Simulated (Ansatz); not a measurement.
Wavefunction ladder for AlH8NOSi2, SMILES `O[SiH2]N[SiH2][AlH2]`

```xyz
13

O    -0.959    0.080    2.871
Si   -0.464   -1.005    1.738
N    -0.497   -0.402    0.128
Si    0.468    0.886   -0.540
Al    1.014    0.477   -2.905
H    -1.832    0.461    2.769
H    -1.331   -2.215    1.729
H     0.919   -1.319    2.159
H    -1.172   -0.830   -0.487
H     1.695    0.967    0.305
H    -0.197    2.222   -0.395
H     2.137    1.315   -3.656
H     0.218   -0.637   -3.718
```

Charge 0, multiplicity 1. All single points use the PBE0-D4/def2-TZVP geometry. It is one conformer, not always the lowest. Frozen core, restricted reference, Ansatz. CBS rows extrapolate triple and quadruple zeta; past MP2 they add the triple-zeta difference.

```
     basis     HF (Eh)  MP2 corr.  CCSD corr.       (T)  CCSD(T) total
def2-TZVPP  -953.93153   -0.77830           ?  -0.02938              ?
def2-QZVPP           ?   -0.83808           –         –              –
 CBS(def2)           ?          ?    -0.94101     as TZ              ?
```

Question: Fill in the withheld values. (An estimate is asked.)

Answer: Ansatz gave: def2-TZVPP CCSD corr.: -0.83694; def2-TZVPP CCSD(T) total: -954.79785; def2-QZVPP HF (Eh): -953.96391; CBS(def2) HF (Eh): -953.96837; CBS(def2) MP2 corr.: -0.88237; CBS(def2) CCSD(T) total: -954.93876.
